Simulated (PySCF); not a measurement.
One of the candidates below gave these computed data.

All candidates are C9H12O2.

- NMR, other nuclei: isotropic shieldings of nuclei other than C and H, by class: -129 (1 O), 99 (1 O) ppm [GIAO PBE0/pcSseg-1]
- 13C NMR: chemical shifts (computed TMS as zero) by class: 175.5 (1 C), 76.3 (1 C), 45.9 (1 C), 44.7 (1 C), 44.6 (1 C), 23.9 (1 C), 22.1 (1 C), 20.3 (1 C), 17.4 (1 C) ppm [GIAO PBE0/pcSseg-1]
- Dipole: 1.39 D [PBE0/pcSseg-1]
- 1H NMR: chemical shifts (computed TMS as zero) by class: 3.55 (1 H), 3.03 (1 H), 2.41 (1 H), 2.20 (1 H), 2.04 (3 H), 1.94 (1 H), 1.38 (3 H), 1.32 (1 H) ppm [GIAO PBE0/pcSseg-1]
- Rotational structure: rotational constants A, B, C: 2.504, 0.781, 0.678 GHz [GFN2-xTB]

Electronic properties: PySCF, gas phase, density fitting. Levels stand in brackets. Isolated species at its GFN2-xTB geometry (one conformer only). Each NMR value is the plain mean over a class of atoms that symmetry, rotation or inversion makes alike.

Problem. Which candidate is it?
A. `C=C(C)C1=C[C@H](CC)OC1=O`
B. `CO[C@]12C=C[C@](OC)(C=C1)C2`
C. `C=C[C@@H]1CC(=O)[C@@H](C)CC1=O`
D. `CC(=O)O[C@@]12C[C@H]3[C@@H]1[C@@]3(C)C2`
E. `CCCC1(C#CC(=O)O)CC1`

Solution. D. It is `CC(=O)O[C@@]12C[C@H]3[C@@H]1[C@@]3(C)C2`. Numbering: `[CH3:1][C:2](=[O:3])[O:4][C@@:5]12[CH2:6][C@H:7]3[C@@H:8]1[C@@:9]3([CH3:10])[CH2:11]2`. Its formula, C9H12O2, gives 4 degrees of unsaturation: 3 rings and 1 π bond in the structure found. 9 carbons fall into 9 classes; from least to most shielded: ester carbonyl carbon [C2] (175.5 ppm), ring sp3 carbon bound to oxygen [C5] (76.3 ppm), sp3 carbon at a ring junction [C8] (45.9 ppm), four-membered-ring carbon [C11] (44.7 ppm), four-membered-ring carbon [C6] (44.6 ppm), methyl carbon next to a carbonyl [C1] (23.9 ppm), sp3 carbon at a ring junction [C9] (22.1 ppm), sp3 carbon at a ring junction [C7] (20.3 ppm), methyl carbon [C10] (17.4 ppm). Hydrogen classes from least to most shielded: 1 H on an sp3 carbon at a ring junction, C8 (3.55 ppm), 1 H on a four-membered-ring carbon, C11 (3.03 ppm), 1 H on a four-membered-ring carbon, C6 (2.41 ppm), 1 H on a four-membered-ring carbon, C6 (2.20 ppm), 3 H on a methyl carbon next to a carbonyl, C1 (2.04 ppm), 1 H on a four-membered-ring carbon, C11 (1.94 ppm), 3 H on a methyl carbon, C10 (1.38 ppm, a mean of values up to 1.1 ppm apart in this geometry), 1 H on an sp3 carbon at a ring junction, C7 (1.32 ppm). The other shieldings belong to: -129 ppm, ester carbonyl oxygen [O3]; 99 ppm, ester single-bonded oxygen [O4]. The optimised geometry has point group C1 and is an asymmetric top.

The others, at the same levels:
- `C=C[C@@H]1CC(=O)[C@@H](C)CC1=O` fails: its computed 13C shifts are 217.6 (1 C), 212.9 (1 C), 141.7 (1 C), 128.5 (1 C), 55.6 (1 C), 48.0 (1 C), 45.2 (1 C), 41.8 (1 C), 18.6 (1 C) ppm, 1H shifts are 5.85 (1 H), 5.60 (1 H), 5.55 (1 H), 3.21 (1 H), 2.88 (1 H), 2.73 (1 H), 2.55 (1 H), 2.51 (1 H), 2.31 (1 H), 1.29 (3 H) ppm and rotational constant A is 1.668 GHz (against 2.504 GHz).
- `CO[C@]12C=C[C@](OC)(C=C1)C2` fails: it has 4 carbon classes against 9; its computed 13C shifts are 151.5 (4 C), 97.7 (2 C), 87.3 (1 C), 55.8 (2 C) ppm, 1H shifts are 7.25 (4 H), 3.66 (6 H), 2.59 (2 H) ppm and rotational constant A is 2.754 GHz (against 2.504 GHz).
- `CCCC1(C#CC(=O)O)CC1` fails: it has 8 carbon classes against 9; its computed 13C shifts are 158.1 (1 C), 106.4 (1 C), 75.5 (1 C), 43.8 (1 C), 25.8 (1 C), 20.1 (2 C), 16.6 (1 C), 14.6 (1 C) ppm, 1H shifts are 6.09 (1 H), 1.71 (2 H), 1.27 (2 H), 1.13 (2 H), 1.05 (3 H), 0.77 (2 H) ppm and rotational constant A is 1.462 GHz (against 2.504 GHz).
- `C=C(C)C1=C[C@H](CC)OC1=O` fails: its computed 13C shifts are 175.2 (1 C), 154.2 (1 C), 139.4 (1 C), 137.3 (1 C), 129.9 (1 C), 84.0 (1 C), 34.5 (1 C), 24.3 (1 C), 14.5 (1 C) ppm, 1H shifts are 7.44 (1 H), 7.07 (1 H), 5.81 (1 H), 4.69 (1 H), 2.04 (3 H), 1.67 (1 H), 1.37 (3 H), 1.21 (1 H) ppm and rotational constant A is 2.158 GHz (against 2.504 GHz).

Each candidate is one conformer, not necessarily the lowest. The conformers computed, where there is a choice (atom-mapped SMILES and torsion angles):
- `[CH3:1][C:2](=[O:3])[O:4][C@@:5]12[CH2:6][C@H:7]3[C@@H:8]1[C@@:9]3([CH3:10])[CH2:11]2`: C1–C2–O4–C5 178°, C2–O4–C5–C6 -162°
- `[CH3:1][CH2:2][CH2:3][C:4]1([C:5]#[C:6][C:7](=[O:8])[OH:9])[CH2:10][CH2:11]1`: C1–C2–C3–C4 180°, C2–C3–C4–C5 -64°, H–O9–C7–C6 180°
- `[CH2:1]=[C:2]([CH3:3])[C:4]1=[CH:5][C@H:6]([CH2:7][CH3:8])[O:9][C:10]1=[O:11]`: C1–C2–C4–C5 -178°, C5–C6–C7–C8 178°

The conformers of `C=C[C@@H]1CC(=O)[C@@H](C)CC1=O` and `CO[C@]12C=C[C@](OC)(C=C1)C2` aren't listed.
